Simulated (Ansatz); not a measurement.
Abridged output of a molecular run in Ansatz:

```
Functional definition: HF
1879 factors; integrals over basis functions are off by at most 9.7e-4 eV
mean field evaluation 1: about -16108.1618 eV, gradient 9.5e1 eV
mean field evaluation 2: about -16108.5160 eV, gradient 9.5e1 eV
mean field evaluation 4: about -16122.8412 eV, gradient 1.2e1 eV
mean field evaluation 8: about -16123.1402 eV, gradient 1.4e0 eV
mean field evaluation 16: about -16123.1457 eV, gradient 2.2e-6 eV
mean field -16123.14572406 eV, -592.5146766984 hartree, gradient 2.2e-6 eV, S^2 0.000000; 0 other end points of the search recorded, 0 dependent functions left out
6 core orbitals not correlated: weight in the atoms' cores, before any rotation towards them, 1.000 or more for the frozen orbitals, at most 0.000 for the correlated occupied ones
reference -16123.14572406 eV, -592.5146766984 hartree; 28, 28 occupied and 250, 250 virtual orbitals, 1879 factors
second order -57.14463316 eV of doubles, -0.00000000 eV of singles
cycle   1  -52.61504230 eV  change     4.5e0 eV  update   3.5e-1
cycle   2  -54.96220261 eV  change    -2.3e0 eV  update   2.5e-1
cycle   3  -55.43652553 eV  change   -4.7e-1 eV  update   5.9e-2
cycle   4  -55.43345732 eV  change    3.1e-3 eV  update   2.8e-2
cycle   5  -55.39750843 eV  change    3.6e-2 eV  update   8.7e-3
cycle   6  -55.39220249 eV  change    5.3e-3 eV  update   4.0e-3
cycle   7  -55.39669806 eV  change   -4.5e-3 eV  update   2.4e-3
cycle   8  -55.39651072 eV  change    1.9e-4 eV  update   1.1e-3
cycle   9  -55.39616091 eV  change    3.5e-4 eV  update   5.5e-4
cycle  10  -55.39742912 eV  change   -1.3e-3 eV  update   2.9e-4
cycle  11  -55.39699451 eV  change    4.3e-4 eV  update   1.2e-4
cycle  12  -55.39660189 eV  change    3.9e-4 eV  update   7.9e-5
cycle  13  -55.39684727 eV  change   -2.5e-4 eV  update   4.3e-5
cycle  14  -55.39669561 eV  change    1.5e-4 eV  update   3.2e-5
cycle  15  -55.39670293 eV  change   -7.3e-6 eV  update   1.4e-5
perturbative correction -2.75965684 eV, -0.1014155183 hartree
Total energy: -16181.30208383 eV, -594.6518835002 hartree
```

Its atoms:

Z-matrix (Å, degrees):
```
Mo
O 1 1.849
O 1 1.849 2 92.7
F 1 1.866 2 82.8 3 -100.3
F 1 1.866 2 100.6 3 176.1
O 1 1.849 2 92.7 3 92.9
F 1 1.866 2 166.2 3 -70.8
H 2 0.963 1 122.0 3 91.4
H 3 0.963 1 122.0 2 -175.7
H 6 0.963 1 122.0 2 91.4
```

Q: Which basis set was used?
A. def2-SVPD
B. cc-pV(D+d)Z
C. def2-SVP
D. def2-TZVPP

A: D. It gives 284 functions.

Q: Write the keys of the input that set method, charge and spin (a neutral closed shell needs none for the last two).

A: 
```yaml
correlation: {method: ccsd_t}
```
